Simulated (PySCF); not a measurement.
C2H9B2N.
Cartesian coordinates in Å at the PBE0-D3(BJ)/def2-SVP level; atoms count from 1:
```xyz
14
C2H9B2N angstrom
B      2.4657    0.2158    0.9137
N      1.1013    0.1665    0.5402
B      0.4928    0.8290   -0.5683
C     -1.0418    0.7108   -0.8798
C     -1.8901   -0.1721    0.0263
H      2.8341   -0.3955    1.8910
H      3.2335    0.8699    0.2505
H      0.4882   -0.3958    1.1254
H      1.2125    1.5012   -1.2730
H     -1.4354    1.7458   -0.9008
H     -1.1283    0.3906   -1.9360
H     -2.9524   -0.1682   -0.2617
H     -1.5559   -1.2225    0.0001
H     -1.8452    0.1594    1.0773
```

Level of theory: core-valence-separated Tamm–Dancoff BHandHLYP/aug-pcX-1 (pcseg-1 on H) in PySCF, non-relativistic, gas phase, PBE0-D3(BJ)/def2-SVP geometry. The energies are unshifted.

The lowest roots of each edge with f over 0.003 (five at most, numbered afresh; weaker and dark ones are left out), with transition dipoles (au) in the frame of the coordinates:

```csv
root,edge,E (eV),μx,μy,μz
1,C,284.88,0.0109,-0.0235,0.0329
2,C,285.19,0.0138,0.0178,-0.0196
3,C,285.55,0.0111,-0.0488,-0.0375
4,C,285.67,-0.0054,0.0278,0.0239
5,C,286.00,0.0512,-0.0121,0.0305
6,N,398.38,0.0090,-0.0385,-0.0277
7,N,398.90,0.0082,-0.0358,-0.0260
8,N,399.82,0.0246,0.0224,-0.0233
9,N,401.31,0.0056,0.0108,-0.0127
10,N,402.10,-0.0096,-0.0155,0.0178
11,B,186.39,-0.0247,0.1058,0.0755
12,B,186.62,-0.0253,0.1113,0.0804
13,B,190.74,-0.0116,-0.0173,0.0215
14,B,190.76,-0.0245,0.0181,-0.0333
15,B,191.08,0.0276,0.0178,-0.0158
```

Q: What are the oscillator strengths?

A: f = (2/3) ΔE |μ|², with ΔE in hartree (27.2114 eV):

| root | ΔE (Eh) | \|μ\|² (au) | f | core hole on |
| --- | --- | --- | --- | --- |
| 1 | 10.4693 | 0.001753 | 0.012 | C4 |
| 2 | 10.4806 | 0.000891 | 0.006 | C5 |
| 3 | 10.4939 | 0.003911 | 0.027 | C4 |
| 4 | 10.4983 | 0.001373 | 0.010 | C5 |
| 5 | 10.5105 | 0.003698 | 0.026 | C5 |
| 6 | 14.6403 | 0.002331 | 0.023 | N2 |
| 7 | 14.6593 | 0.002025 | 0.020 | N2 |
| 8 | 14.6930 | 0.001650 | 0.016 | N2 |
| 9 | 14.7479 | 0.000309 | 0.003 | N2 |
| 10 | 14.7768 | 0.000649 | 0.006 | N2 |
| 11 | 6.8496 | 0.017504 | 0.080 | B1 |
| 12 | 6.8580 | 0.019492 | 0.089 | B3 |
| 13 | 7.0095 | 0.000896 | 0.004 | B3 |
| 14 | 7.0104 | 0.002037 | 0.010 | B1 |
| 15 | 7.0222 | 0.001328 | 0.006 | B3 |

Q: Molecules are fixed in this frame and the field points along (1, 1, 0)/√2. What effective strengths 3 f cos²θ do the roots have (θ between field and μ)?

A: root 1 (C4): 0.002, root 2 (C5): 0.011, root 3 (C4): 0.015, root 4 (C5): 0.005, root 5 (C5): 0.016, root 6 (N2): 0.013, root 7 (N2): 0.011, root 8 (N2): 0.033, root 9 (N2): 0.004, root 10 (N2): 0.009, root 11 (B1): 0.045, root 12 (B3): 0.051, root 13 (B3): 0.006, root 14 (B1): 0.000, root 15 (B3): 0.014. Root 12 is the strongest. Averaged over all orientations cos²θ is 1/3, which gives f back.

Hardware: one thread of an Arm Neoverse N1, on a shared host. Cost: 27 s of wall time, 0.84 GiB resident at most.

One conformer stands for the species.
